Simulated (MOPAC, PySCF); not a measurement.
C₃H₅N, SMILES `C=CN=C` (C–C–N–C torsion 180°), neutral singlet in the gas phase. 

Cartesian coordinates (Å):
```xyz
9

C     -1.7058     0.2221    -0.0336
C     -0.4505     0.2550     0.4051
N      0.5486    -0.5174    -0.1934
C      1.7246    -0.4386     0.2747
H     -2.4758     0.8210     0.4318
H     -1.9775    -0.4091    -0.8691
H     -0.1659     0.8891     1.2481
H      1.9914     0.2043     1.1225
H      2.5178    -1.0299    -0.1744
```
Charge 0, spin multiplicity 1.

All levels are single points at this geometry (B3LYP-D3(BJ)/def2-TZVP); Pople sets use spherical d functions. Orbital energies aren't observables, and empty levels follow the basis.

```
level                            HOMO (eV)  LUMO (eV)  gap (eV)  dipole (D)  vertical IE, Delta-SCF (eV)
-------------------------------  ---------  ---------  --------  ----------  ---------------------------
B3LYP-D3(BJ)/def2-TZVP in PySCF      -7.13      -1.47      5.66        1.46                         9.54
B3LYP/3-21G in PySCF                 -6.70      -0.97      5.73        1.39                            –
B3LYP/6-311+G** in PySCF             -7.17      -1.55      5.62        1.55                            –
B3LYP/6-31G* in PySCF                -6.81      -1.00      5.82        1.37                         9.35
BP86/6-31G* in PySCF                 -5.88      -1.94      3.94        1.28                            –
M06-2X/6-31G* in PySCF               -8.25       0.12      8.37        1.44                            –
SVWN5/6-31G* in PySCF                -5.80      -2.05      3.75        1.29                            –
HF/3-21G in PySCF                    -9.37       3.22     12.59        1.74                            –
HF/6-31G* in PySCF                   -9.23       3.29     12.52        1.73                         8.01
AM1 in MOPAC                         -9.87       0.26     10.12        1.54                            –
PM3 in MOPAC                         -9.92       0.07     10.00        1.57                            –
PM6 in MOPAC                         -9.93      -0.12      9.81        1.94                            –
PM7 in MOPAC                        -10.11      -0.20      9.91        2.07                            –
```
